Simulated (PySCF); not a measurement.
C5H11OP.
SMILES with atom numbers: `[CH3:1][CH:2]([CH3:3])[C@@H:4]1[CH2:5][P@@H:6]1=[O:7]`

Definitions: NICS(0) = −σiso at the ring centroid; NICS(1) = −σiso and NICS(1)zz = −σzz at ±1 Å along the ring normal z. Level: GIAO PBE0/pcSseg-1 (PySCF, non-relativistic, gas phase) on the GFN2-xTB geometry, one conformer.

Ring bond lengths (Å), with Mayer bond orders in brackets: C4–C5 1.562 (0.88), C5–P6 1.804 (0.90), P6–C4 1.804 (0.88).

**Question.** Give the NICS values of each ring in ppm.

**Answer.** 
| ring | type | NICS(0) | NICS(1), two faces | NICS(1)zz, two faces | rms pucker (Å) | centre to ring atoms, mean (Å) |
| --- | --- | --- | --- | --- | --- | --- |
| C4–C5–P6 | 3-membered ring with P; formal bonds all single | -22.4 | -9.1 / -4.2 | -17.1 / -5.4 | 0.00 | 0.99 |

**Question.** What do they say, and how far can they be read as aromaticity?

**Answer.** 
- C4–C5–P6: mean NICS(1)zz -11.3 ppm, shielded. C4, C5, P6 have four or more neighbours, and the NICS criterion for π rings isn't applied. The two faces differ by 11.7 ppm, so no symmetry operation interchanges them. NICS(0) lies 16 ppm below the mean NICS(1).

**Question.** What field does 1 T along the ring normal induce along that normal at the first NICS(1) probe listed for ring C4–C5–P6, 1 Å off the ring?

**Answer.** NICSzz × B0 = -17.1 ppm × 1 T = -17 μT, against the applied field.

**Question.** How shielded are the nuclei of the rings and their hydrogens (means over atoms taken as equivalent)?

**Answer.** 
```csv
atoms,environment,σ isotropic (ppm)
C4,sp3 carbon bound to phosphorus,155.4
C5,sp3 carbon bound to phosphorus,172.5
P6,phosphoryl phosphorus,416.9
H on C4,methine hydrogen,31.05
H on C5,methylene hydrogen,30.82
H on C5,methylene hydrogen,30.61
H on P6,P–H hydrogen,24.68
```

Conformer computed: `[CH3:1][CH:2]([CH3:3])[C@@H:4]1[CH2:5][P@@H:6]1=[O:7]`: C1–C2–C4–C5 157°.
